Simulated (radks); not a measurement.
All-electron atom: Yb V in [Xe] 4f12 (the NIST ground configuration).

Method: Dirac Kohn-Sham, Wu-Cohen GGA, spin-unpolarised, spherical densities, finite nucleus; open shells are shared between the two j in proportion to 2j + 1; Fermi nuclear charge, rms radius 5.3108 fm; computed with a radial shooting solver on a logarithmic mesh with Libxc functionals.

Energy parts (hartree):
| part | energy |
|---|---|
| total | -14069.8578 |
| kinetic | 15626.8438 |
| electron-nucleus | -34805.0624 |
| Hartree | 5399.9643 |
| exchange-correlation | -291.6035 |

Orbitals (lengths in bohr, moments of r in powers of bohr; r(max) is where P^2 peaks):
1s1/2: occ. 2; eigenvalue (hartree) -2249.036; r(max) 0.01237; <r^4> 7.563e-07
2s1/2: occ. 2; eigenvalue (hartree) -382.5464; r(max) 0.07078; <r^4> 0.0001157
2p1/2: occ. 2; eigenvalue (hartree) -365.0674; r(max) 0.05296; <r^4> 0.00007040
2p3/2: occ. 4; eigenvalue (hartree) -326.5915; r(max) 0.05938; <r^4> 0.00009811
3s1/2: occ. 2; eigenvalue (hartree) -87.86502; r(max) 0.1997; <r^4> 0.004349
3p1/2: occ. 2; eigenvalue (hartree) -80.13207; r(max) 0.1875; <r^4> 0.003878
3p3/2: occ. 4; eigenvalue (hartree) -71.96817; r(max) 0.2008; <r^4> 0.004963
3d3/2: occ. 4; eigenvalue (hartree) -58.76645; r(max) 0.1581; <r^4> 0.003446
3d5/2: occ. 6; eigenvalue (hartree) -56.98320; r(max) 0.1618; <r^4> 0.003717
4s1/2: occ. 2; eigenvalue (hartree) -18.95053; r(max) 0.4553; <r^4> 0.1045
4p1/2: occ. 2; eigenvalue (hartree) -15.81634; r(max) 0.4565; <r^4> 0.1161
4p3/2: occ. 4; eigenvalue (hartree) -13.95526; r(max) 0.4847; <r^4> 0.1489
4d3/2: occ. 4; eigenvalue (hartree) -8.78787; r(max) 0.4850; <r^4> 0.2005
4d5/2: occ. 6; eigenvalue (hartree) -8.44698; r(max) 0.4940; <r^4> 0.2173
5s1/2: occ. 2; eigenvalue (hartree) -3.80074; r(max) 1.051; <r^4> 3.362
5p1/2: occ. 2; eigenvalue (hartree) -2.89687; r(max) 1.133; <r^4> 5.122
5p3/2: occ. 4; eigenvalue (hartree) -2.62909; r(max) 1.213; <r^4> 6.682
4f5/2: occ. 5.14286; eigenvalue (hartree) -2.12997; r(max) 0.4738; <r^4> 0.9056
4f7/2: occ. 6.85714; eigenvalue (hartree) -2.07567; r(max) 0.4788; <r^4> 0.9700
5d3/2: occ. 0; eigenvalue (hartree) -1.42974; r(max) 1.534; <r^4> 22.51
5d5/2: occ. 0; eigenvalue (hartree) -1.40163; r(max) 1.566; <r^4> 24.20
6s1/2: occ. 0; eigenvalue (hartree) -1.25546; r(max) 2.490; <r^4> 85.54

The highest occupied level is 4f7/2 at -56.482 eV. The electron density at the nucleus is 1.026e+06 e/bohr^3.
